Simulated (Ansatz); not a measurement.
Basis-set series for Ge$_{2}$H$_{10}$Si$_{2}$ (`[SiH3][SiH2][GeH2][GeH3]`). The species carries charge 0 and has multiplicity 1. Geometry: relaxed with PBE0-D4/def2-TZVP. It is one conformer, not always the lowest.

```csv
functional,basis,functions,energy (Eh),HOMO (eV),LUMO (eV)
PBE0-D4,def2-SVP,150,-4737.53002,-7.84,-0.06
PBE0-D4,def2-TZVPP,320,-4738.25810,-7.80,-0.26
ωB97M-V,def2-SVP,150,-4737.97729,-9.74,1.77
ωB97M-V,def2-TZVPP,320,-4738.70795,-9.74,1.43
```

Give the rows for def2-QZVPP. (An estimate is asked.)

Computed: 
```json
{"functional": "PBE0-D4", "basis": "def2-QZVPP", "functions": "618", "energy (Eh)": "-4738.36746", "HOMO (eV)": "-7.79", "LUMO (eV)": "-0.36"}
{"functional": "ωB97M-V", "basis": "def2-QZVPP", "functions": "618", "energy (Eh)": "-4738.81415", "HOMO (eV)": "-9.73", "LUMO (eV)": "1.10"}
```

Positive LUMOs are unbound and depend on the basis. Scalar relativity is left out up to krypton.
